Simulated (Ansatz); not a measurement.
Steps of a relaxation of C$_{5}$H$_{2}$AlClF$_{6}$O$_{3}$, SMILES `[OH][Al-]1([Cl])[O]C(C(F)(F)F)=CC(C(F)(F)F)=[O+]1` with RKS PBE-D4/def2-SVP.

```sh
$ ansatz run in.yaml --threads 10 --pin off --events-out ev --progress --plain --max-ram 110592MiB --backend cuda --devices 0, --max-vram 75GiB
```

```yaml
crystal:
  periodic: [false, false, false]
  atoms:
    - {symbol: O, position_ang: [-0.044200, -0.315600, 3.532700]}
    - {symbol: Al, position_ang: [-0.906800, 0.395400, 2.016700]}
    - {symbol: Cl, position_ang: [-2.767300, 1.528700, 2.506200]}
    - {symbol: O, position_ang: [0.345000, 1.444200, 1.055000]}
    - {symbol: C, position_ang: [0.705700, 1.055400, -0.238600]}
    - {symbol: C, position_ang: [1.697500, 1.971300, -0.910100]}
    - {symbol: F, position_ang: [2.045400, 3.031400, -0.093500]}
    - {symbol: F, position_ang: [1.198300, 2.451400, -2.096500]}
    - {symbol: F, position_ang: [2.856500, 1.263200, -1.144400]}
    - {symbol: C, position_ang: [0.269500, -0.048400, -0.833500]}
    - {symbol: C, position_ang: [-0.733800, -1.037900, -0.304100]}
    - {symbol: C, position_ang: [-1.080400, -2.188300, -1.185900]}
    - {symbol: F, position_ang: [-2.073700, -2.981700, -0.585200]}
    - {symbol: F, position_ang: [0.001200, -2.932300, -1.475000]}
    - {symbol: F, position_ang: [-1.651500, -1.741700, -2.377100]}
    - {symbol: O, position_ang: [-1.256700, -0.919800, 0.839700]}
    - {symbol: H, position_ang: [0.709200, -0.730700, 3.178000]}
    - {symbol: H, position_ang: [0.648500, -0.233600, -1.832700]}
basis:
  gaussian: {orbitals: def2-SVP}
hamiltonian: {xc: pbe, dispersion: d4}
relax: {f_tol: 0.03, max_steps: 200}
```

Positions (Å) and forces (eV/Å) along the path, 9 of 31 steps:

```xyz
18
step=1 energy=-46721.1414 eV
O    -0.044   -0.316    3.533   -3.320    2.070   -1.593
Al   -0.907    0.395    2.017    0.406    1.264    3.579
Cl   -2.767    1.529    2.506    1.339   -0.838   -0.525
O     0.345    1.444    1.055    0.359   -1.450   -3.333
C     0.706    1.055   -0.239   -0.815    2.948    5.673
C     1.698    1.971   -0.910    1.472    1.468    0.241
F     2.045    3.031   -0.093   -0.651   -1.254   -1.246
F     1.198    2.451   -2.096    0.607   -0.483    1.066
F     2.857    1.263   -1.144   -0.965    0.546   -0.206
C     0.270   -0.048   -0.834   -2.540   -4.165   -1.104
C    -0.734   -1.038   -0.304    2.639    3.245   -0.437
C    -1.080   -2.188   -1.186   -2.808   -1.961   -1.079
F    -2.074   -2.982   -0.585    1.839    1.042   -0.746
F     0.001   -2.932   -1.475   -0.469    0.280    0.158
F    -1.651   -1.742   -2.377    0.998   -0.269    1.296
O    -1.257   -0.920    0.840   -0.484   -0.906   -0.581
H     0.709   -0.731    3.178    2.304   -1.268   -0.619
H     0.648   -0.234   -1.833    0.090   -0.269   -0.542
18
step=8 energy=-46722.6390 eV
O    -0.135   -0.237    3.540    0.001    0.007   -0.035
Al   -0.838    0.360    2.104   -0.008    0.010    0.002
Cl   -2.603    1.500    2.247   -0.004    0.003   -0.001
O     0.389    1.278    1.029    0.002   -0.001    0.023
C     0.684    1.014   -0.185   -0.001    0.008   -0.004
C     1.694    1.970   -0.855   -0.003   -0.005    0.008
F     2.045    2.962   -0.036    0.003    0.013    0.003
F     1.154    2.492   -1.975   -0.009    0.009   -0.020
F     2.801    1.280   -1.208    0.021   -0.008    0.000
C     0.191   -0.061   -0.942   -0.016    0.000   -0.023
C    -0.685   -0.999   -0.369    0.017   -0.011    0.000
C    -1.133   -2.196   -1.235   -0.002    0.010   -0.001
F    -2.024   -2.955   -0.598   -0.002    0.002    0.001
F    -0.057   -2.951   -1.549    0.000   -0.004    0.007
F    -1.677   -1.748   -2.387    0.002    0.000   -0.009
O    -1.137   -0.973    0.824   -0.005   -0.016    0.016
H     0.779   -0.540    3.631    0.010   -0.017    0.033
H     0.513   -0.183   -1.984   -0.006    0.001    0.001
18
step=10 energy=-46722.6419 eV
O    -0.155   -0.227    3.570    0.092   -0.039    0.054
Al   -0.803    0.349    2.107   -0.002   -0.005   -0.007
Cl   -2.562    1.507    2.180    0.006   -0.004    0.000
O     0.442    1.247    1.040    0.019   -0.005   -0.050
C     0.689    1.015   -0.193   -0.012    0.002    0.044
C     1.690    1.975   -0.870   -0.016    0.033    0.020
F     2.040    2.971   -0.055   -0.006   -0.003   -0.010
F     1.140    2.493   -1.988   -0.003   -0.001   -0.013
F     2.799    1.293   -1.229    0.029   -0.022   -0.001
C     0.159   -0.036   -0.960   -0.023   -0.013    0.018
C    -0.678   -0.999   -0.369    0.000    0.031   -0.025
C    -1.128   -2.197   -1.234    0.002   -0.005    0.010
F    -2.038   -2.941   -0.606    0.001    0.010   -0.007
F    -0.055   -2.967   -1.524   -0.009    0.000    0.008
F    -1.648   -1.752   -2.398    0.012   -0.003    0.003
O    -1.086   -1.001    0.840    0.016   -0.016   -0.014
H     0.722   -0.592    3.759   -0.099    0.040   -0.050
H     0.435   -0.130   -2.018   -0.007    0.000    0.020
18
step=11 energy=-46722.6428 eV
O    -0.151   -0.229    3.569    0.051   -0.020    0.045
Al   -0.802    0.348    2.108    0.002   -0.009   -0.006
Cl   -2.560    1.508    2.181    0.007   -0.006    0.002
O     0.442    1.249    1.040    0.017   -0.006   -0.051
C     0.686    1.018   -0.193   -0.007   -0.001    0.047
C     1.690    1.976   -0.870   -0.014    0.027    0.010
F     2.035    2.976   -0.059   -0.008   -0.006   -0.010
F     1.144    2.488   -1.994    0.002   -0.002   -0.008
F     2.800    1.292   -1.221    0.018   -0.013    0.003
C     0.154   -0.031   -0.960   -0.020   -0.010    0.007
C    -0.679   -0.998   -0.369   -0.001    0.024   -0.013
C    -1.127   -2.196   -1.233    0.002   -0.004    0.002
F    -2.045   -2.935   -0.609    0.002    0.011   -0.009
F    -0.055   -2.972   -1.511   -0.011    0.000    0.009
F    -1.636   -1.755   -2.403    0.012   -0.005    0.004
O    -1.084   -1.002    0.842    0.015   -0.006   -0.015
H     0.722   -0.602    3.753   -0.060    0.025   -0.039
H     0.427   -0.124   -2.019   -0.008    0.002    0.021
18
step=18 energy=-46722.6833 eV
O     0.024   -0.302    3.567   -0.003   -0.007   -0.005
Al   -0.687    0.284    2.136    0.048    0.023    0.010
Cl   -2.433    1.453    2.289    0.007   -0.011    0.002
O     0.512    1.219    1.037   -0.042   -0.030   -0.038
C     0.653    1.054   -0.222    0.019    0.083    0.087
C     1.639    2.031   -0.890    0.217    0.163   -0.088
F     1.573    3.249   -0.327    0.007   -0.286   -0.131
F     1.387    2.148   -2.215    0.086   -0.024    0.253
F     2.899    1.548   -0.737   -0.285    0.141   -0.054
C     0.062    0.046   -1.002    0.001   -0.042   -0.072
C    -0.692   -0.969   -0.391   -0.016   -0.046    0.055
C    -1.161   -2.180   -1.218   -0.090   -0.262   -0.140
F    -2.416   -2.533   -0.883    0.339    0.093   -0.081
F    -0.332   -3.227   -0.968   -0.247    0.275   -0.083
F    -1.126   -1.917   -2.546    0.021   -0.065    0.284
O    -0.994   -1.038    0.851   -0.001    0.016   -0.054
H     0.799   -0.874    3.654   -0.010    0.008   -0.008
H     0.256    0.018   -2.082   -0.052   -0.029    0.065
18
step=22 energy=-46722.6966 eV
O     0.091   -0.337    3.539    0.037   -0.021   -0.014
Al   -0.670    0.276    2.143   -0.003    0.005   -0.021
Cl   -2.424    1.419    2.383    0.017   -0.009    0.004
O     0.483    1.238    1.023    0.009   -0.008    0.016
C     0.663    1.050   -0.228    0.000    0.005   -0.005
C     1.629    2.055   -0.890    0.094    0.060   -0.003
F     1.389    3.301   -0.447    0.071   -0.259   -0.142
F     1.505    2.034   -2.237    0.053    0.051    0.223
F     2.903    1.718   -0.575   -0.256    0.097   -0.068
C     0.108    0.011   -0.996   -0.025    0.011   -0.017
C    -0.685   -0.978   -0.389    0.074   -0.045    0.036
C    -1.193   -2.172   -1.223   -0.033   -0.084   -0.005
F    -2.498   -2.382   -0.983    0.165    0.018   -0.068
F    -0.505   -3.284   -0.880   -0.097    0.159   -0.039
F    -1.019   -1.956   -2.545   -0.041   -0.047    0.105
O    -1.010   -1.029    0.846   -0.024    0.017   -0.002
H     0.875   -0.904    3.578   -0.038    0.028    0.001
H     0.320   -0.049   -2.068   -0.004    0.023    0.000
18
step=24 energy=-46722.7028 eV
O     0.104   -0.346    3.533    0.012   -0.011    0.015
Al   -0.662    0.271    2.144    0.011   -0.005   -0.020
Cl   -2.411    1.417    2.397    0.001    0.000   -0.001
O     0.494    1.230    1.025   -0.013   -0.007    0.009
C     0.661    1.048   -0.228    0.001    0.010   -0.001
C     1.626    2.053   -0.889    0.005   -0.003   -0.004
F     1.346    3.301   -0.493   -0.004    0.002   -0.004
F     1.548    1.997   -2.234    0.006   -0.002    0.000
F     2.889    1.755   -0.525    0.001    0.006    0.005
C     0.097    0.017   -0.999   -0.005    0.004    0.008
C    -0.685   -0.978   -0.390   -0.008   -0.006   -0.006
C    -1.195   -2.169   -1.224    0.005   -0.002   -0.005
F    -2.506   -2.355   -1.014   -0.004    0.001   -0.003
F    -0.535   -3.284   -0.855   -0.005   -0.003    0.002
F    -0.992   -1.972   -2.542    0.002   -0.004    0.001
O    -1.008   -1.032    0.846   -0.002    0.013    0.019
H     0.889   -0.909    3.573   -0.005    0.005    0.001
H     0.302   -0.034   -2.073    0.002    0.003   -0.014
18
step=28 energy=-46722.7065 eV
O     0.147   -0.381    3.522    0.000    0.000    0.004
Al   -0.636    0.254    2.149   -0.005   -0.001    0.007
Cl   -2.378    1.401    2.439    0.004   -0.003    0.001
O     0.505    1.221    1.025    0.000   -0.002   -0.006
C     0.669    1.041   -0.230    0.001    0.001    0.005
C     1.615    2.064   -0.889    0.026    0.022   -0.001
F     1.198    3.313   -0.628    0.018   -0.049   -0.015
F     1.670    1.898   -2.227    0.005    0.011    0.034
F     2.857    1.909   -0.390   -0.050    0.013   -0.023
C     0.105    0.010   -1.000    0.003    0.003    0.000
C    -0.684   -0.981   -0.392   -0.013    0.006    0.000
C    -1.218   -2.160   -1.229    0.000   -0.016    0.003
F    -2.551   -2.249   -1.100    0.023    0.004   -0.001
F    -0.664   -3.306   -0.790   -0.014    0.019   -0.009
F    -0.920   -2.016   -2.536   -0.003   -0.004    0.007
O    -1.007   -1.034    0.844    0.007   -0.001   -0.004
H     0.941   -0.931    3.555   -0.002    0.002   -0.005
H     0.313   -0.042   -2.074    0.002   -0.005    0.004
18
step=31 energy=-46722.7071 eV
O     0.161   -0.393    3.517   -0.001    0.001    0.004
Al   -0.629    0.249    2.152    0.000   -0.001    0.002
Cl   -2.370    1.394    2.459    0.001   -0.001    0.001
O     0.505    1.219    1.025    0.002    0.004    0.000
C     0.675    1.036   -0.228    0.002   -0.005   -0.002
C     1.611    2.068   -0.889    0.002    0.003    0.003
F     1.144    3.309   -0.680    0.001   -0.003   -0.002
F     1.713    1.865   -2.218    0.001    0.001    0.001
F     2.839    1.971   -0.348   -0.004    0.000   -0.001
C     0.117    0.001   -0.998   -0.002    0.001    0.000
C    -0.681   -0.983   -0.392    0.001    0.000   -0.001
C    -1.228   -2.155   -1.231    0.000   -0.001    0.003
F    -2.565   -2.206   -1.128    0.002    0.001   -0.002
F    -0.714   -3.312   -0.774   -0.001    0.003    0.000
F    -0.901   -2.028   -2.532    0.000   -0.001   -0.001
O    -1.008   -1.033    0.843   -0.002   -0.002   -0.003
H     0.961   -0.935    3.543    0.000    0.001   -0.004
H     0.331   -0.056   -2.070    0.000    0.001    0.000
```

Hardware: 10 threads of an AMD EPYC 7R13 on a shared host and a whole NVIDIA H100 80 GB. Wall time 31 s, peak host memory 0.92 GiB.
